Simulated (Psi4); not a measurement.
H$_{3}$Cl$_{3}$OSiTi (SMILES [SiH3][O][Ti]([Cl])([Cl])[Cl]), singlet, at a GFN2-xTB geometry (such geometries of metal compounds can be far from the true shape). Base run: HF/3-21G (Psi4).

Psi4 was given this input:
```
memory 2 GB

molecule mol {
0 1
  Ti   -0.190886    0.171345    0.167055
  Cl    0.102734    2.251626   -0.157005
  Cl    0.050074   -0.157095    2.253406
  Cl   -2.230463   -0.229565   -0.278133
  O     0.860455   -0.772371   -0.753031
  Si    1.874933   -1.682997   -1.640855
  H     3.062994   -1.903262   -0.803899
  H     2.171792   -0.901433   -2.849795
  H     1.152149   -2.928412   -1.935859
}

set basis 3-21g
set reference rhf

energy('scf')
print_variables()
```

Variants of this job, named by their change:

```csv
change,ΔE vs base (mEh),SCF cycles,basis functions,outcome
base,0.000,9,96,converged
scf_type = cd,…,9,96,converged
e_convergence = 1e-10,0.000,12,96,converged
d_convergence = 1e-4,0.000,9,96,converged
scf_type = mem_df,0.000,9,96,converged
diis_max_vecs = 15,0.000,9,96,converged
scf_type = disk_df,0.000,9,96,converged
df_basis_scf = cc-pvqz-jkfit,-,-,96,input refused
scf_type = dfdirj+link,-0.797,9,96,converged
damping_percentage = 50,-,-,96,not converged
guess = gwh,0.000,14,96,converged
scf_type = out_of_core,-0.315,9,96,converged
df_basis_scf = cc-pvtz-jkfit,-,-,96,input refused
```

Task: Complete the blanks.

Result: 
- scf_type = cd, ΔE vs base (mEh): 2.484

- df_basis_scf = cc-pvqz-jkfit: ended with `psi4.driver.qcdb.exceptions.BasisSetNotFound: BasisSet::construct: Unable to find a basis set for atom 1 for key JKFIT among:`
- df_basis_scf = cc-pvtz-jkfit: ended with `psi4.driver.qcdb.exceptions.BasisSetNotFound: BasisSet::construct: Unable to find a basis set for atom 1 for key JKFIT among:`
